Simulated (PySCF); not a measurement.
Series nitrenes, diatomics and small unsaturated species, computed as singlets and as triplets. All species are isolated molecules in the gas phase. One relaxed conformer stands for each flexible species; it need not be the lowest. Strings in code marks are SMILES.

All values below come from PySCF 2.14.0 with B3LYP-D3(BJ)/def2-TZVP. B3LYP has the VWN-RPA correlation part, as in Gaussian. 

```csv
species,dipole moment (D),highest occupied spin orbital (eV)
multiplicity 3 (`C=[Si]` (excited triplet)),1.57,-4.57
multiplicity 3 (`[C]=[SiH2]` (near-degenerate triplet)),2.49,-6.77
multiplicity 3 (`B=B` (lower triplet)),0.00,-6.42
multiplicity 3 (`B=O` (excited triplet)),0.79,-6.37
multiplicity 1 (`[SiH+]` (lower singlet)),–,–
multiplicity 3 (`[SiH+]` (excited triplet)),–,-13.04
```
